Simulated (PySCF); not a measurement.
Tb (terbium, neutral) across methods

[Xe] 4f9 5d2, one real determinant (an excited configuration). Computed with PySCF 2.14 in cc-pVDZ-X2C, with scalar relativity by spin-free X2C-1e.

| method | E (hartree) | mean ε 4f α (eV) | mean ε 5d α (eV) | mean ε 4f β (eV) | Σ⟨r²⟩ (bohr²) | ⟨S²⟩ |
| --- | --- | --- | --- | --- | --- | --- |
| PBE0 | -11707.95 | -3.877 | -0.990 | 0.000 | 66.58 | 15.773 |
| UHF | -11703.92309 | -11.418 | -2.412 | -5.613 | 65.99 | 15.759 |
| LDA | -11699.73 | -2.008 | -0.542 | 1.525 | 68.53 | 15.831 |
| PBE | -11708.07 | -1.623 | -0.493 | 1.647 | 68.71 | 15.800 |

⟨L²⟩ = 36.10 against 72 for a pure L term, so this real determinant mixes terms. Spin-orbit coupling, absent here, splits the open shell strongly.

The highest occupied level is positive at PBE0, LDA, PBE: only the finite basis holds that electron, which in a density functional comes from self-interaction.
